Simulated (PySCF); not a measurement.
Compound: CH11PSi3.
Numbering: `[SiH3:1][CH2:2][SiH2:3][PH:4][SiH3:5]` (hydrogens: H6, H7, H8 on Si1; H9, H10 on C2; H11, H12 on Si3; H13 on P4; H14, H15, H16 on Si5)

Computed, not measured: PBE0-D3(BJ)/def2-SVP geometry optimisation, gas phase (PySCF 2.14.0).

(1) What internal coordinates does the optimisation give?

Answers

(1) 
```tsv
bond	length (Å)
Si1–C2	1.885
C2–Si3	1.882
Si3–P4	2.270
P4–Si5	2.260
Si1–H6, Si1–H7, Si1–H8	1.495
C2–H9, C2–H10	1.104
Si3–H11, Si3–H12	1.496
P4–H13	1.429
Si5–H14, Si5–H15, Si5–H16	1.495
```

Bonds in one row agree within 0.01 Å and their mean is given. A selection of angles:
```tsv
angle	degrees
C2–Si1–H6	110.3
H6–Si1–H7	108.7
Si1–C2–Si3	115.7
Si1–C2–H9	108.6
Si3–C2–H9	109.1
Si3–C2–H10	107.9
H9–C2–H10	106.6
C2–Si3–P4	108.8
C2–Si3–H11	110.4
P4–Si3–H11	111.5
P4–Si3–H12	107.6
H11–Si3–H12	108.4
Si3–P4–Si5	95.6
Si3–P4–H13	94.7
Si5–P4–H13	94.8
P4–Si5–H14	113.6
P4–Si5–H15	107.5
P4–Si5–H16	109.0
H14–Si5–H15	108.4
H14–Si5–H16	109.1
```

Torsions: Si1–C2–Si3–P4 -51° (synclinal); C2–Si3–P4–Si5 -63° (synclinal). The mirror-image conformer, all signs reversed, is as good.

Si3 (SiH2 silicon) is tetrahedral (angles from 107.6° to 111.5°). Si1 (SiH3 silicon) is tetrahedral (angles from 108.6° to 110.3°). Si5 (SiH3 silicon) is distorted tetrahedral (angles from 107.5° to 113.6°). P4 (three-coordinate phosphorus) is pyramidal (angles 95.6°, 94.8° and 94.7°, sum 285.2°, 0.98 Å off the plane of its three neighbours). Of the pairs four or more bonds apart, Si5···H9 is among the closest relative to their van der Waals radii: 3.30 Å, 100 % of the sum of Bondi's values.

Point group: C1 (no symmetry element, even within 0.4 Å). PBE0-D3(BJ)/def2-SVP frequencies: not computed here. The numbers are those of one conformer.
